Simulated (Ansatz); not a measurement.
Consider the substitution at a C–Si bond: `BCC[SiH2]Cl` + HCl → `BCCCl` + `[SiH3]Cl`.

Isolated molecules relaxed with PBE0-D4/def2-TZVP in Ansatz; ΔE leaves out vibrations. CBS: MP2 limit from def2 TZ/QZ plus the TZ coupled-cluster correction, frozen cores. This one scheme is used for every species. DFT in def2-TZVPP. HSE06 is defined as in plane-wave codes. One conformer a species, not always the lowest.

```json
{"level": "HSE06-D4", "ΔE (kJ/mol)": "56.5"}
{"level": "CAM-B3LYP-D4", "ΔE (kJ/mol)": "53.5"}
{"level": "r2SCAN0", "ΔE (kJ/mol)": "55.0"}
{"level": "CCSD/def2-TZVPP", "ΔE (kJ/mol)": "55.2"}
```

**Question.** What does CCSD(T)/CBS give? (Estimate.)

**Answer.** Ansatz gave: +56.1 kJ/mol. The listed levels differ from it by 0.4, -2.6, -1.1, -0.9 kJ/mol.

Largest T1 diagnostic among the species: 0.010.

From BLYP to BHLYP (50 % exact exchange), in def2-TZVPP and without D4, ΔE moves by +3.6 kJ/mol. In def2-TZVPP, CCSD(T) changes the Hartree–Fock value by +15.6 kJ/mol (the triples alone add +0.6 kJ/mol) and MP2 by +17.9 kJ/mol. Leaving LDA and LC-ωPBE aside and taking each functional with its dispersion term where it has one, the values, not all of them listed here, spread over 7.3 kJ/mol, from B2PLYP to B97M-V. LDA lies +8.2 kJ/mol from PBE without D4.
